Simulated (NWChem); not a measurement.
# C4H6O; SMILES C=C=COC

```xyz
11

C      0.3872    -2.1852     0.0000
C     -0.2593    -1.0471     0.0000
C     -0.9543     0.0688     0.0000
O     -0.4771     1.3497     0.0000
C      0.9380     1.4765     0.0000
H      0.6730    -2.6892     0.9242
H      0.6730    -2.6892    -0.9242
H     -2.0413     0.0650     0.0000
H      1.1493     2.5474     0.0000
H      1.3756     1.0091     0.8918
H      1.3756     1.0091    -0.8918
```
Atoms are numbered in this order, from 1.

Level: B3LYP/6-31G* (spherical d) (NWChem), optimised geometry, unscaled harmonic frequencies. 

```
frequency (cm⁻¹)  IR intensity (km/mol)
----------------  ---------------------
171                                 0.8
175                                 1.5
229                                 2.5
298                                11.2
375                                 4.6
633                                 1.1
693                                11.0
898                                13.0
920                                38.7
946                                20.8
1051                                1.1
1093                               50.2
1187                                1.4
1217                               14.6
1272                              215.6
1407                               43.1
1496                                2.2
1512                                6.8
1527                                2.3
1534                               41.6
2068                               35.9
3032                               34.6
3089                               42.5
3116                               23.7
3161                               25.8
3179                               12.7
3200                                8.4
```

```
Quantity                                                                           Result
-----------------------------------------------------------------------  ----------------
zero-point energy                                                           56.4 kcal/mol
thermal correction to the enthalpy at 298.15 K (with zero-point energy)     60.7 kcal/mol
heat capacity Cv                                                         19.5 cal/(mol K)
entropy at 298.15 K and 1 atm (symmetry number 1)                        74.7 cal/(mol K)
dipole moment                                                                      1.05 D
```

Rigid rotor and harmonic oscillator.
